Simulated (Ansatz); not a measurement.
Frontier orbitals of CH$_{8}$ClNSi$_{2}$, SMILES `CN([SiH3])[SiH2]Cl`.

```xyz
13

C    -1.194    0.364   -0.857
N    -0.134   -0.037    0.069
Si    0.437    1.184    1.159
Si    0.628   -1.544   -0.183
Cl    1.881   -1.539   -1.828
H    -1.965    0.939   -0.334
H    -1.681   -0.514   -1.290
H    -0.811    0.976   -1.680
H    -0.699    1.670    1.988
H     1.488    0.586    2.016
H     0.990    2.356    0.426
H     1.457   -1.872    0.995
H    -0.398   -2.569   -0.479
```

Total charge 0; spin multiplicity 1. Geometry: relaxed with PBE0-D4/def2-TZVP. It is one conformer, not always the lowest. Basis def2-TZVPP, Ansatz 0.2.0.

```csv
functional,HOMO (eV),LUMO (eV),gap (eV)
PBE,-6.22,-0.75,5.47
B97M-V,-6.66,-0.63,6.03
PBE0,-7.52,0.11,7.63
LC-ωPBE,-10.23,2.27,12.50
ωB97M-V,-9.80,1.81,11.61
```

From PBE to PBE0 the HOMO moves by −1.30 eV and the LUMO by +0.86 eV, and with ωB97M-V by −3.58 and +2.56 eV, so the gap grows from 5.47 to 11.60 eV with exact exchange. A positive LUMO is unbound and depends on the basis.

LC-ωPBE has ω = 0.4 bohr⁻¹.
